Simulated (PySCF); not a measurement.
## First hyperpolarisability: SMILES [H]/N=C(/N=C)C(C)=C=C, C₆H₈N₂

Geometry:
| atom | x (Å) | y (Å) | z (Å) |
| --- | --- | --- | --- |
| C1 | -2.116 | 2.088 | -0.199 |
| C2 | -1.361 | 1.054 | -0.019 |
| C3 | -0.568 | 0.025 | 0.121 |
| C4 | -0.925 | -1.164 | 0.969 |
| C5 | 0.746 | 0.014 | -0.567 |
| N6 | 1.242 | 0.939 | -1.285 |
| N7 | 1.403 | -1.194 | -0.488 |
| C8 | 2.598 | -1.338 | -0.148 |
| H9 | -2.078 | 2.945 | 0.455 |
| H10 | -2.832 | 2.134 | -1.005 |
| H11 | -0.229 | -1.250 | 1.804 |
| H12 | -1.935 | -1.066 | 1.359 |
| H13 | -0.852 | -2.073 | 0.375 |
| H14 | 0.639 | 1.751 | -1.393 |
| H15 | 3.026 | -2.330 | -0.194 |
| H16 | 3.235 | -0.526 | 0.206 |

Theory: quadratic response PBE0/aug-cc-pVDZ first hyperpolarisability, Taylor convention, gas phase (PySCF). Geometry: GFN2-xTB.

Question: Give β for the processes computed.

Answer: In au, Taylor convention; the vector part is βᵢ = ⅓ Σⱼ (βᵢⱼⱼ + βⱼᵢⱼ + βⱼⱼᵢ); β∥ is 3/5 of the vector part along the dipole, the dipole points from − to +:
| process | λ (nm) | β vector norm | β∥ | β HRS | depolarisation ratio |
| --- | --- | --- | --- | --- | --- |
| static β(0;0,0) | ∞ | 157.6 | 33.7 | 77.3 | 3.27 |
| second harmonic β(−2ω;ω,ω) | 1907 | 168.8 | 37.8 | 82.9 | 3.28 |
| Pockels β(−ω;ω,0) | 1907 | 161.2 | 35.0 | – | – |
| second harmonic β(−2ω;ω,ω) | 1340 | 181.8 | 42.5 | 89.4 | 3.29 |
| Pockels β(−ω;ω,0) | 1340 | 165.0 | 36.4 | – | – |

Question: Which lowest excitations, dipole and polarisabilities go with it?

Answer: S1 4.36 eV (f = 0.012); S2 4.62 eV (f = 0.014); S3 5.04 eV (f = 0.029); dipole 2.07 D; isotropic α 94.1 au static, 94.5 au at 1907 nm, 94.9 au at 1340 nm, 95.7 au at 953.5 nm, 97.4 au at 670 nm.
